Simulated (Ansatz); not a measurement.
`C#CN(C)[SiH2]F` and `CN([SiH3])[SiH2]F` differ in one atom or group.

Ansatz, PBE0-D4/def2-TZVP geometries, multiplicity 1. Each molecule was computed in one conformer, which needn't be the lowest.

```csv
property,`C#CN(C)[SiH2]F`
HOMO–LUMO gap (PBE0/def2-TZVPP) / eV,7.08
LUMO energy (ωB97M-V/def2-TZVPP) / eV,2.12
size of the dipole moment (B3LYP/def2-TZVPP) / D,1.77
HOMO energy (ωB97M-V/def2-TZVPP) / eV,-8.83
size of the dipole moment (PBE/def2-TZVPP) / D,1.73
HOMO–LUMO gap (B3LYP/def2-TZVPP) / eV,6.62
```

Task: Give the same properties after the change, and the shifts. (An estimate is asked.)

Result: Ansatz gave: 
```
                                        property  `CN([SiH3])[SiH2]F`  shift
            HOMO–LUMO gap (PBE0/def2-TZVPP) / eV                 7.79   0.71
           LUMO energy (ωB97M-V/def2-TZVPP) / eV                 1.87  -0.25
size of the dipole moment (B3LYP/def2-TZVPP) / D                 1.70  -0.07
           HOMO energy (ωB97M-V/def2-TZVPP) / eV                -9.89  -1.06
  size of the dipole moment (PBE/def2-TZVPP) / D                 1.65  -0.08
           HOMO–LUMO gap (B3LYP/def2-TZVPP) / eV                 7.37   0.75
```

With PBE0 the HOMO falls by 0.96 eV and the LUMO falls by 0.24 eV, so the gap widens by about 0.72 eV. PBE moves the HOMO by -0.81 eV and ωB97M-V by -1.06 eV. Dipoles are sizes alone; their direction can turn.

B3LYP here is the variant with VWN-RPA as its local correlation; programs differ in this.
